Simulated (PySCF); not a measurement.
**Charge-transfer reorganisation: `BrB1C=CCCO1`, C$_{4}$H$_{6}$BBrO**

Molfile (atoms numbered from 1):
```
C4H6BBrO
     RDKit          3D

 13 13  0  0  0  0  0  0  0  0999 V2000
    2.5024    2.3358    0.8571 Br  0  0  0  0  0  0  0  0  0  0  0  0
    1.0843    1.0643    0.4824 B   0  0  0  0  0  0  0  0  0  0  0  0
   -0.1386    1.4406   -0.3771 C   0  0  0  0  0  0  0  0  0  0  0  0
   -0.8601    0.4274   -0.8604 C   0  0  0  0  0  0  0  0  0  0  0  0
   -0.5358   -0.9979   -0.5113 C   0  0  0  0  0  0  0  0  0  0  0  0
    0.1577   -1.0927    0.8354 C   0  0  0  0  0  0  0  0  0  0  0  0
    1.2381   -0.1750    0.9611 O   0  0  0  0  0  0  0  0  0  0  0  0
   -0.3696    2.4544   -0.6621 H   0  0  0  0  0  0  0  0  0  0  0  0
   -1.6775    0.5938   -1.5487 H   0  0  0  0  0  0  0  0  0  0  0  0
   -1.4398   -1.6034   -0.4817 H   0  0  0  0  0  0  0  0  0  0  0  0
    0.0931   -1.4259   -1.2946 H   0  0  0  0  0  0  0  0  0  0  0  0
   -0.5524   -0.8835    1.6331 H   0  0  0  0  0  0  0  0  0  0  0  0
    0.5696   -2.0819    0.9970 H   0  0  0  0  0  0  0  0  0  0  0  0
  1  2  1  0
  2  3  1  0
  3  4  2  0
  4  5  1  0
  5  6  1  0
  6  7  1  0
  7  2  1  0
  3  8  1  0
  4  9  1  0
  5 10  1  0
  5 11  1  0
  6 12  1  0
  6 13  1  0
M  END
```

Computed with UKS BHandHLYP/6-31G* four-point reorganisation energy, gas phase (PySCF 2.14.0). Geometry: BHandHLYP/6-31G*.

The calculation is non-relativistic, which matters for the atoms heavier than Zn.

Q: What is the inner reorganisation energy for hole transfer, with the ionisation energy?

A: λ = 0.350 (surface of the oxidised species) + 0.585 (surface of the starting species) = 0.935 eV. The ionisation energy is 9.70 eV vertical and 9.35 eV adiabatic without zero-point energy; at the relaxed geometry of the oxidised species the two energies differ by 8.77 eV. Largest bond changes: Br1–B2 1.941 → 1.882 Å, C3–C4 1.334 → 1.393 Å, B2–C3 1.541 → 1.593 Å, C4–C5 1.503 → 1.469 Å, O7–B2 1.337 → 1.325 Å. ⟨S²⟩ of the relaxed oxidised species 0.758.
